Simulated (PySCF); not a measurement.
Gas-phase reaction: 3 TiCl₄.H₂O + 2 HO₂ ⇌ 3 TiCl₃OH + H₂O + 3 HOCl

Energies from PySCF, thermal terms from the rigid-rotor harmonic-oscillator model, ideal gas at 1 bar. † marks an energy on the PBE0/def2-TZVP geometry and frequencies; other levels use their own. MP2 and CCSD(T) freeze the core. 6-31G* has spherical d functions here. Open shells (unrestricted): HO₂ (multiplicity 2); the rest are closed-shell singlets. B3LYP is the form with VWN-RPA correlation. Adducts (TiCl₄.H₂O) have no counterpoise correction, and HF, PBE, BLYP, B3LYP and PBE0 lack dispersion. TiCl₄.H₂O, TiCl₃OH: computed as isolated molecules; such fragments, hydroxides, amides, oligomers or adducts are transient or little studied in the gas. MP2 isn't extrapolated to the basis-set limit; its ΔH°(298 K) is -23.1 kJ in def2-SVP and -117.2 kJ in def2-TZVPP. CCSD(T) isn't extrapolated to the basis-set limit. The harmonic model lacks anharmonicity and excited electronic states, which grow with temperature; levels with a mode under 35 cm⁻¹ are left out. Soft modes under 120 cm⁻¹ make the harmonic entropy rough for TiCl₄.H₂O, TiCl₃OH. Warning, large T1 diagnostic: TiCl₃OH, TiCl₄.H₂O (CCSD(T)/def2-SVP†).

```
level              ΔE electronic, kJ  ΔH°(298 K), kJ  ΔS°(298 K), J/K  ΔG°(1800 K), kJ
-----------------  -----------------  --------------  ---------------  ---------------
B3LYP/6-31G*                     -11             -34              304             -545
BLYP/def2-TZVP†                 -100            -121              318             -655
CCSD(T)/def2-SVP†                 35              14              318             -520
HF/def2-TZVP†                     -1             -21              318             -555
M06-2X/def2-TZVP†                -53             -73              318             -607
MP2/def2-TZVPP†                  -97            -117              318             -651
r2SCAN/def2-TZVP†                 -8             -29              318             -563
```
ΔH° is lowest at BLYP/def2-TZVP† and highest at CCSD(T)/def2-SVP†. No reference value is set beside these.
